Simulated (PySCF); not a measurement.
CS2, charge -1, doublet, at a GFN2-xTB geometry (a state made from the parent by changing its charge; the spin is typed, not shown lowest) (in this run its highest filled SCF level lies above zero, so its values depend strongly on the basis, on diffuse functions most of all). Base run: R2SCAN/cc-pVDZ run with PySCF.

PySCF was given this input:
```python
from pyscf import gto, scf, dft

mol = gto.Mole()
mol.atom = '''
    S    -1.519240    0.084870    0.117005
    C    -0.013470   -0.098380   -0.463280
    S     1.524291   -0.047977    0.056725
'''
mol.basis = 'cc-pvdz'
mol.charge = -1
mol.spin = 1
mol.verbose = 4
mol.symmetry = True
mol.build()

mf = dft.UKS(mol)
mf.xc = 'r2scan'
mf.kernel()
mf.analyze()
```

The base run was repeated with changes; each row names its change, and settings that it needs were set with it.

```csv
change,ΔE vs base (mEh),point group used,SCF cycles
base,0.000,C2v,11
"irrep_nelec = A1:(10, 8) A2:(2, 2) B1:(1, 2) B2:(7, 7)",363.7,C2v,10
"irrep_nelec = A1:(9, 8) A2:(1, 2) B1:(2, 2) B2:(8, 7)",346.1,C2v,11
"irrep_nelec = A1:(10, 8) A2:(2, 2) B1:(2, 2) B2:(6, 7)",259.0,C2v,10
symmetry = off,0.000,C1,12
"irrep_nelec = A1:(8, 8) A2:(2, 2) B1:(2, 2) B2:(8, 7)",254.5,C2v,11
symmetry_subgroup = Cs,0.000,Cs,12
symmetry_subgroup = C2,0.000,C2,11
```

Open shells are given as the SCF converged; they aren't shown to be the lowest states, and a large step between rows can be another state.
